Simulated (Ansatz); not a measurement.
Relaxation of CH6SbSi (9 atoms, charge 1, multiplicity 1), to a largest force component of 0.015 eV/Å in at most 40 steps.

Method: RHF/def2-SVP (Ansatz 0.2.0).

```xyz
9
Properties=species:S:1:pos:R:3
Si -0.610 1.172 -0.835
C 0.420 -0.366 -0.372
Sb 1.019 -0.949 1.480
H -1.785 0.478 -1.379
H 0.159 1.898 -1.843
H -0.873 1.893 0.410
H 0.967 -0.834 -1.186
H 1.075 -2.619 1.362
H -0.372 -0.674 2.363
```

Problem. Where does it end, and by what steps?

Solution. The run converged. Limits of this set-up: the dipole of an ion depends on the origin. After 8 steps the energy has fallen by 0.076 eV; Sb3 moved furthest, 0.17 Å.

| step | energy less start (eV) | largest force component (eV/Å) | accepted |
| --- | --- | --- | --- |
| 0 | 0.0000 | 0.767 | yes |
| 1 | 0.0813 | 1.650 | no |
| 2 | -0.0370 | 0.540 | yes |
| 3 | -0.0659 | 0.380 | yes |
| 4 | -0.0663 | 0.218 | yes |
| 5 | -0.0416 | 0.409 | no |
| 6 | -0.0758 | 0.030 | yes |
| 7 | -0.0757 | 0.072 | no |
| 8 | -0.0760 | 0.014 | yes |

```xyz
9
Properties=species:S:1:pos:R:3
Si -0.634 1.177 -0.849
C 0.466 -0.349 -0.338
Sb 1.147 -0.960 1.590
H -1.787 0.478 -1.446
H 0.177 1.929 -1.819
H -0.954 1.921 0.375
H 0.907 -0.899 -1.172
H 0.999 -2.611 1.291
H -0.322 -0.687 2.368
```

Whether the end is a true minimum wasn't checked by a vibrational analysis.

Run time: 22 s on 1 thread of Intel(R) Xeon(R) Platinum 8488C (Sapphire Rapids) (shared host), peak memory 0.19 GiB.
